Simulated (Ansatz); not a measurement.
ZrGe10. Total charge 0; singlet. Geometry r2SCAN-D4/def2-SVP, basis def2-TZVP, Ansatz.

```tsv
atom	x (Å)	y (Å)	z (Å)
Zr1	-0.2786	0.7792	-1.4617
Ge2	0.1670	-3.5167	-0.3628
Ge3	-1.8219	2.6264	0.7543
Ge4	-0.6871	-1.8107	-2.0080
Ge5	2.1869	1.0871	0.0251
Ge6	0.5679	3.0484	-0.1047
Ge7	-2.4914	0.2860	0.1078
Ge8	-0.0016	1.1684	1.6546
Ge9	1.6279	-1.3345	-0.9994
Ge10	1.5284	-0.9011	1.7735
Ge11	-0.7976	-1.4326	0.6213
```

| run | HOMO (eV) | LUMO (eV) |
| --- | --- | --- |
| A | -5.21 | -3.21 |
| B | -4.56 | -3.69 |
| C | -4.75 | -3.75 |
| D | -6.00 | -2.38 |

In the def2 sets Zr takes a core potential; there is no spin–orbit coupling. Single mean-field runs in def2-TZVP are fitted with def2-universal-jkfit. No other spin state of charge 0 was run. Another isomer (singlet) lies 0.69 eV lower at PBE0-D4/def2-TZVP; other spin states weren't run for this one.

Q: The runs used CAM-B3LYP, PBE, PBE0, r2SCAN. Estimate which is which.

A: A PBE0 (25 % exact exchange); B PBE (0 % exact exchange); C r2SCAN (0 % exact exchange); D CAM-B3LYP (range-separated). Exact exchange lowers occupied and raises empty levels; among semilocal functionals meta-GGAs tend to open the gap a little, and such runs are hard to tell apart. The gap grows from 0.87 eV (PBE) to 3.61 eV (CAM-B3LYP). The restricted singlet is unstable towards broken spin symmetry in Hartree–Fock (as tested in another run); at PBE0-D4/def2-TZVP, r2SCAN-D4/def2-TZVP, CAM-B3LYP-D4/def2-TZVP this wasn't settled.
